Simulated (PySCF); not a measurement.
Molecule: `InChI=1S/C3H11GeNSi/c4-5-6-3-1-2-3/h3,5H,1-2,6H2,4H3`.

Cartesian coordinates in Å; atom numbers follow the order of the lines, from 1:
```xyz
17

Ge    1.673    0.705    0.490
N     0.855   -0.801    1.159
Si   -0.652   -1.484    0.626
C    -1.769   -0.103    0.073
C    -2.822   -0.355   -0.979
C    -1.621    0.456   -1.327
H     0.759    1.926    0.694
H     2.982    0.878    1.282
H     1.995    0.569   -1.015
H     1.468   -1.393    1.712
H    -1.236   -2.281    1.751
H    -0.522   -2.406   -0.557
H    -2.037    0.631    0.842
H    -3.780    0.159   -0.869
H    -2.903   -1.362   -1.400
H    -0.872    0.011   -1.990
H    -1.741    1.536   -1.456
```

Geometry PBE0-D3(BJ)/def2-SVP throughout; GIAO in PySCF 2.14, gas phase, one conformer, non-relativistic; equivalent atoms averaged; basis pcSseg-1.

For orientation, OPBE gives these absolute shieldings σ: Ge1 1434.0, N2 263.4, Si3 375.7, C5/C6 179.6, H11/H12 26.54, H14/H17 30.49, H15/H16 30.82, H13 31.31, H10 31.80 ppm.

A run gave: Ge1 1410.4, N2 259.1, Si3 350.1, C5/C6 175.1, H11/H12 26.51, H14/H17 30.53, H15/H16 30.87, H13 31.38, H10 31.82 ppm (absolute shieldings σ).

Which functional was used in that run?
A. BP86
B. BLYP
C. B3LYP
D. KT2
E. KT3

Answers

A. Ge1 tells them apart best: BP86 gives 1410.4, KT2 gives 1475.3, BLYP gives 1399.8, B3LYP gives 1447.9, KT3 gives 1470.6 ppm.
